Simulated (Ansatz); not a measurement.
`N[Si](F)(F)Br` → `FBr` + `N[Si]F`  (silylene formation by 1,1-elimination)

Gas-phase electronic energies from Ansatz, PBE0-D4/def2-TZVP geometries. CCSD(T)/CBS is the MP2 limit (def2-TZVPP, def2-QZVPP) plus CCSD(T) − MP2 in def2-TZVPP, frozen cores. This one scheme is used for every species. DFT in def2-TZVPP. For Br outer-core shells are correlated without core-valence functions, which leaves a few kJ/mol of doubt a bond. Scalar relativity is left out up to krypton. Each species was taken in one conformer, which may not be the lowest.

Question: Is it downhill or uphill in electronic energy at CCSD(T)/CBS, and by how much? (Best estimate.)

Answer: Computed: Uphill: ΔE = +6.55 eV.

Question: What do these levels give: LDA (SPW92), PBE-D4, revPBE-D4, PBE-QIDH, r2SCAN0, CCSD(T)/def2-TZVPP? (Estimate.)

Answer: Ansatz gave: LDA (SPW92) 6.46, PBE-D4 6.05, revPBE-D4 5.99, PBE-QIDH 6.79, r2SCAN0 6.81, CCSD(T)/def2-TZVPP 6.45 eV.

Largest T1 diagnostic among the species: 0.014.

From r2SCAN to r2SCAN0 (25 % exact exchange), in def2-TZVPP and without D4, ΔE moves by +0.22 eV. The D4 term adds +0.16 eV with B3LYP and +0.08 eV with PBE0; it sums over pairs of atoms, weighted by their polarisabilities, and B3LYP, whose exchange is more repulsive, gets the larger term.

B3LYP here is the variant with VWN-RPA as its local correlation; programs differ in this.
